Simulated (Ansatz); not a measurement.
`[CH3][In]([OH])[GaH2]` + CH₄ → `[CH3][In]([CH3])[OH]` + `[GaH3]`  (formal exchange of groups at the In–Ga bond)

Calculated with Ansatz (gas phase, PBE0-D4/def2-TZVP geometries, no zero-point term in ΔE). CCSD(T)/CBS is the MP2 limit (def2-TZVPP, def2-QZVPP) plus CCSD(T) − MP2 in def2-TZVPP, frozen cores. This one scheme is used for every species. Functionals use def2-TZVPP. HSE06 is defined as in plane-wave codes. Elements past krypton have def2 core potentials. For Ga, In outer-core shells are correlated without core-valence functions, which leaves a few kJ/mol of doubt a bond. Scalar relativity is left out up to krypton. One conformer a species, not always the lowest.

`[CH3][In]([OH])[GaH2]`:

```xyz
10

C    -1.778   -1.082   -0.226
In    0.158   -0.157   -0.134
O     1.405   -1.356   -1.153
Ga    1.193    2.008    0.923
H    -1.702   -1.977   -0.843
H    -2.513   -0.402   -0.660
H    -2.118   -1.359    0.773
H     2.315   -1.056   -1.191
H     1.254    3.368    0.127
H     1.784    2.013    2.385
```

CH₄:

Z-matrix (Å, degrees):
```
C
H 1 1.090
H 1 1.090 2 109.5
H 1 1.090 2 109.5 3 -120.0
H 1 1.090 2 109.5 3 120.0
```

`[CH3][In]([CH3])[OH]`:

Cartesian coordinates in Å:
```
C -1.257 0.939 -1.251
In 0.054 -0.247 -0.030
C 1.322 0.077 1.660
O 0.144 -2.182 -0.556
H -1.368 0.481 -2.234
H -0.874 1.953 -1.367
H -2.241 0.995 -0.780
H 1.851 -0.849 1.882
H 0.732 0.371 2.529
H 2.045 0.869 1.456
H -0.407 -2.408 -1.308
```

`[GaH3]`:

Z-matrix (Å, degrees):
```
Ga
H 1 1.568
H 1 1.568 2 120.0
H 1 1.568 2 120.0 3 -179.9
```

(1) Is it downhill or uphill in electronic energy at CCSD(T)/CBS, and by how much? (An estimate is asked.)

(2) What do these levels give: revPBE-D4, r2SCAN-D4, PBE0-D4, BHLYP-D4, CAM-B3LYP-D4, PBE, revPBE, r2SCAN0, HSE06, CCSD/def2-SVP, HF/def2-TZVPP, SCS-MP2/def2-TZVPP? (Estimate.)

Largest T1 diagnostic among the species: 0.015.

## Answers

(1) Ansatz gave: Uphill: ΔE = +0.90 eV.

(2) Ansatz gave: revPBE-D4 0.95, r2SCAN-D4 0.95, PBE0-D4 0.95, BHLYP-D4 0.97, CAM-B3LYP-D4 0.89, PBE 0.98, revPBE 0.98, r2SCAN0 0.94, HSE06 0.96, CCSD/def2-SVP 0.94, HF/def2-TZVPP 0.90, SCS-MP2/def2-TZVPP 0.85 eV.

Leaving LDA and LC-ωPBE aside and taking each functional with its dispersion term where it has one, the values, not all of them listed here, spread over 0.13 eV, from ωB97X-V to BLYP-D4. LDA lies −0.05 eV from PBE without D4. At CCSD(T), def2-SVP lies +0.04 eV from the extrapolated value and def2-TZVPP −0.04 eV. From BLYP to BHLYP (50 % exact exchange), in def2-TZVPP and without D4, ΔE moves by −0.05 eV.
